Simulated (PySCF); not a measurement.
This PySCF input asks for the NMR shieldings of SMILES CCCc1ccccc1, C₉H₁₂; the geometry comes from GFN2-xTB.

```python
import basis_set_exchange as bse
import numpy as np
from pyscf import gto, dft
from pyscf.prop import nmr

atoms = """
C    -2.367001   -0.601979   -0.511767
C    -1.946405   -0.463627    0.945254
C    -0.981159    0.709937    1.163649
C     0.338535    0.459127    0.492664
C     0.621355    0.987298   -0.760113
C     1.822862    0.711345   -1.389204
C     2.761936   -0.095602   -0.771049
C     2.492945   -0.623294    0.480651
C     1.290020   -0.347827    1.104983
H    -3.035870   -1.450788   -0.635417
H    -2.886352    0.294355   -0.844642
H    -1.497901   -0.753224   -1.147879
H    -2.833843   -0.312468    1.564110
H    -1.462247   -1.386385    1.272002
H    -1.433048    1.623506    0.772159
H    -0.824065    0.839358    2.237193
H    -0.105050    1.622122   -1.247356
H     2.026673    1.127335   -2.365360
H     3.700769   -0.310570   -1.260452
H     3.223274   -1.250807    0.971591
H     1.085651   -0.760869    2.083215
"""
names = dict.fromkeys(["C", "H"], "pcSseg-1")
basis = {el: gto.basis.parse(bse.get_basis(n, elements=[el], fmt="nwchem")) for el, n in names.items()}
mol = gto.M(atom=atoms, basis=basis, charge=0, verbose=0)
mf = dft.RKS(mol, xc="PBE0")
mf.grids.level = 2
mf.grids.alignment = dft.numint.BLKSIZE   # the property module wants whole blocks of grid points
mf.conv_tol = 1e-9
mf.kernel()

calc = nmr.RKS(mf)   # GIAO
C = mf.mo_coeff
Co = C[:, mf.mo_occ > 0]
resp = mf.gen_response(singlet=True, hermi=2)
def vind(x):   # induced exchange potential for any number of trial vectors
    d = np.einsum("pi,xij,qj->xpq", C, 2 * x.reshape(-1, C.shape[1], Co.shape[1]), Co, optimize=True)
    return np.einsum("xpq,pi,qj->xij", resp(d - d.transpose(0, 2, 1)), C, Co, optimize=True).ravel()
mo1, _ = nmr.rhf.solve_mo1(calc, with_cphf=vind)
sigma = calc.kernel(mo1)
for i, s in enumerate(sigma):   # ppm
    w = np.linalg.eigvalsh((s + s.T) / 2)
    print("%2d %-2s iso %8.1f  s11 %8.1f  s22 %8.1f  s33 %8.1f" % (i, mol.atom_pure_symbol(i), w.mean(), *w))
```

Q: What does it print?

A: 
```
 0 C  iso    172.9  s11    159.4  s22    174.9  s33    184.6
 1 C  iso    156.9  s11    142.9  s22    157.2  s33    170.6
 2 C  iso    144.9  s11    135.9  s22    139.6  s33    159.2
 3 C  iso     38.7  s11    -60.3  s22     -1.3  s33    177.8
 4 C  iso     51.1  s11    -56.8  s22     47.0  s33    163.1
 5 C  iso     53.8  s11    -56.8  s22     41.3  s33    176.9
 6 C  iso     55.7  s11    -53.8  s22     41.7  s33    179.1
 7 C  iso     52.4  s11    -59.3  s22     39.5  s33    177.0
 8 C  iso     53.1  s11    -52.7  s22     44.7  s33    167.3
 9 H  iso     30.8  s11     25.8  s22     27.8  s33     38.7
10 H  iso     31.1  s11     27.5  s22     28.5  s33     37.4
11 H  iso     30.7  s11     24.9  s22     32.4  s33     35.0
12 H  iso     29.9  s11     24.9  s22     28.1  s33     36.7
13 H  iso     30.4  s11     25.5  s22     29.9  s33     35.8
14 H  iso     29.5  s11     26.1  s22     28.4  s33     34.1
15 H  iso     28.6  s11     24.4  s22     27.5  s33     33.9
16 H  iso     24.3  s11     20.9  s22     22.8  s33     29.2
17 H  iso     24.2  s11     20.7  s22     24.6  s33     27.2
18 H  iso     24.2  s11     20.9  s22     25.1  s33     26.7
19 H  iso     24.1  s11     20.7  s22     24.5  s33     27.0
20 H  iso     24.2  s11     20.5  s22     22.8  s33     29.4
```

These numbers come from an equivalent density-fitted implementation of the same equations, which agrees with the script to about 0.01 ppm for H and up to a few tenths of a ppm for heavy atoms, so last digits may differ.

Q: Turn these shieldings into chemical shifts. References, each an isolated molecule treated in the same way: $^{13}$C (σ = 186.93 ppm), $^{1}$H (σ = 31.72 ppm) vs TMS.

A: Averaging equivalent atoms: C 3: 148.2; C 4/8: 134.8; C 5/7: 133.9; C 6: 131.2; C 2: 42.0; C 1: 30.0; C 0: 14.0; H 17/19: 7.61; H 18: 7.51; H 16/20: 7.46; H 14/15: 2.65; H 12/13: 1.55; H 9/10/11: 0.83 ppm. 

Size and cost of the density-fitted run: 213 basis functions, 45 s wall time on 1 thread of an x86-64 server CPU, shared host.
